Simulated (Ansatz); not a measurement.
**F⁻ ··· AlCl$_{3}$**

The pair of F⁻ (SMILES [F-], atom 1) and AlCl$_{3}$ (SMILES Cl[Al](Cl)Cl, atoms 2–5), both closed shells, in one local arrangement (a lower one may exist), relaxed at PBE0-D4/def2-TZVPD:

F1  (-0.490, 0.406, -1.653)
Cl2  (1.831, 1.020, 0.375)
Al3  (-0.027, 0.022, -0.091)
Cl4  (0.242, -2.114, 0.077)
Cl5  (-1.556, 0.666, 1.293)
(Å)

Ansatz 0.2.0; basis: def2-TZVPPD, with def2-QZVPPD for the basis limit; cores frozen in the correlated methods. B3LYP uses VWN-RPA correlation. Extrapolation: Hartree–Fock as exp(−7.88 √X), correlation as X^−2.97. Interaction energies count from these two fragments, frozen as in the pair, with the counterpoise correction; negative means bound.

Question: What is the interaction energy by CCSD(T) at an estimated basis limit (MP2 extrapolated from triple and quadruple zeta, plus CCSD(T) − MP2 in triple zeta)? (An estimate is asked for; the value comes from the calculation.)

Answer: The calculation gives: -599.1 kJ/mol. Hartree–Fock alone gives -631.3 kJ/mol at the basis limit. It counts from the two fragments frozen as in the pair.

The same quantity by other methods in triple zeta, and each one's difference from that estimate:
```json
{"method": "PBE-D4", "E_int (kJ/mol)": "-550.2", "difference": "49.0"}
{"method": "revPBE-D4", "E_int (kJ/mol)": "-539.3", "difference": "59.9"}
{"method": "BLYP-D4", "E_int (kJ/mol)": "-537.5", "difference": "61.6"}
{"method": "r2SCAN-D4", "E_int (kJ/mol)": "-592.8", "difference": "6.3"}
{"method": "B97M-V", "E_int (kJ/mol)": "-591.4", "difference": "7.8"}
{"method": "PBE0-D4", "E_int (kJ/mol)": "-587.2", "difference": "11.9"}
{"method": "B3LYP-D4", "E_int (kJ/mol)": "-572.6", "difference": "26.5"}
{"method": "HSE06-D4", "E_int (kJ/mol)": "-586.7", "difference": "12.5"}
{"method": "wB97X-V", "E_int (kJ/mol)": "-593.4", "difference": "5.7"}
{"method": "wB97M-V", "E_int (kJ/mol)": "-588.3", "difference": "10.8"}
{"method": "B2PLYP", "E_int (kJ/mol)": "-575.1", "difference": "24.0"}
{"method": "HF", "E_int (kJ/mol)": "-625.7", "difference": "-26.6"}
{"method": "MP2", "E_int (kJ/mol)": "-582.2", "difference": "16.9"}
{"method": "CCSD", "E_int (kJ/mol)": "-593.6", "difference": "5.6"}
{"method": "CCSD(T)", "E_int (kJ/mol)": "-584.7", "difference": "14.4"}
```
Differences are method less estimate.

Question: Which atoms make the shortest contact between the fragments?

Answer: F1 and Al3, 1.67 Å apart.

Energy to bend the free fragments (PBE0-D4 minima) into their shapes in the pair, CCSD(T)/def2-TZVPPD: AlCl$_{3}$ 93.9 kJ/mol. This must be added to the interaction energy to get the binding energy from relaxed fragments.

Basis-set superposition shift (counterpoise-corrected less uncorrected): CCSD(T) 9.1; MP2 8.8; HF 0.8; PBE0-D4 1.0; wB97M-V 0.8 kJ/mol.

The T1 diagnostic stays at or below 0.025.

For scale, one of the runs: CCSD(T)/def2-TZVPPD, 241 basis functions, launched by `ansatz run in.yaml --threads 4 --pin off --events-out ev --progress --plain --max-ram 9574MiB`. The run took 33 s on 4 CPU threads of an Intel Xeon 6975P-C (shared host), with 4.5 GiB of host memory at its peak.
